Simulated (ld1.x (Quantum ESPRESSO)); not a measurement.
Scattering properties, TM potential for bismuth

ld1.x (Quantum ESPRESSO) 7.5 input, shortened:

```
&input
   title='Bi', zed=83., rel=1, dft='PBESOL', iswitch=3,
   config='[Xe] 4f14 5d10 6s2 6p2'
 /
 &inputp
   pseudotype=2, tm=.true., lloc=0,
   nlcc=.false.
 /
3
6P  2  1   2.00   0.00  2.05  2.05  0.0
5D  3  2  10.00   0.00  1.30  1.30  0.0
6S  1  0   2.00   0.00  1.50  1.50  0.0
 &test
   configts(1)='5d10 6s2 6p2'
 /
```

The phase is arctan(r·u′/u) with u = r·R(r), unwrapped; energies in Ry, scanned from -5 to 5 Ry. A pole is an energy at which the radial function vanishes at the test radius. The pseudo phase is shifted by a multiple of π to meet the all-electron one at the reference energy, and phase errors are pseudo minus all-electron; the curves can meet again beyond the range given. Levels narrower than the energy grid can be missing from the lists of poles.

```json
{"channel": "s", "radius (bohr)": "2.25", "reference energy (Ry)": "-1.63", "poles, all-electron": "0.75", "poles, pseudo": "0.30, 2.98", "unbroken range about the reference energy with phases within 0.05 rad": "below 0.4", "phase error 1 Ry above the reference energy (rad)": "-0.013"}
{"channel": "p", "radius (bohr)": "2.25", "reference energy (Ry)": "-0.84", "poles, all-electron": "3.09", "poles, pseudo": "2.75", "unbroken range about the reference energy with phases within 0.05 rad": "below 4.9", "phase error 1 Ry above the reference energy (rad)": "-0.011"}
{"channel": "d", "radius (bohr)": "2.25", "reference energy (Ry)": "-2.59", "poles, all-electron": "-2.29", "poles, pseudo": "-2.28", "unbroken range about the reference energy with phases within 0.05 rad": "below 0.6", "phase error 1 Ry above the reference energy (rad)": "+0.004"}
```

Phases in the s channel:

```json
{"E (Ry)": "-5.00", "all-electron": "1.285", "pseudo": "1.281"}
{"E (Ry)": "-4.48", "all-electron": "1.248", "pseudo": "1.243"}
{"E (Ry)": "-3.96", "all-electron": "1.194", "pseudo": "1.188"}
{"E (Ry)": "-3.44", "all-electron": "1.106", "pseudo": "1.098"}
{"E (Ry)": "-2.92", "all-electron": "0.939", "pseudo": "0.929"}
{"E (Ry)": "-2.40", "all-electron": "0.542", "pseudo": "0.529"}
{"E (Ry)": "-1.88", "all-electron": "-0.363", "pseudo": "-0.366"}
{"E (Ry)": "-1.36", "all-electron": "-1.048", "pseudo": "-1.050"}
{"E (Ry)": "-0.84", "all-electron": "-1.315", "pseudo": "-1.324"}
{"E (Ry)": "-0.32", "all-electron": "-1.441", "pseudo": "-1.461"}
{"E (Ry)": "0.20", "all-electron": "-1.516", "pseudo": "-1.555"}
{"E (Ry)": "0.72", "all-electron": "-1.568", "pseudo": "-1.651"}
{"E (Ry)": "1.24", "all-electron": "-1.609", "pseudo": "-1.901"}
{"E (Ry)": "1.76", "all-electron": "-1.643", "pseudo": "-4.316"}
{"E (Ry)": "2.28", "all-electron": "-1.677", "pseudo": "-4.619"}
{"E (Ry)": "2.80", "all-electron": "-1.710", "pseudo": "-4.696"}
{"E (Ry)": "3.32", "all-electron": "-1.749", "pseudo": "-4.739"}
{"E (Ry)": "3.84", "all-electron": "-1.796", "pseudo": "-4.772"}
{"E (Ry)": "4.36", "all-electron": "-1.858", "pseudo": "-4.801"}
{"E (Ry)": "4.88", "all-electron": "-1.953", "pseudo": "-4.831"}
```
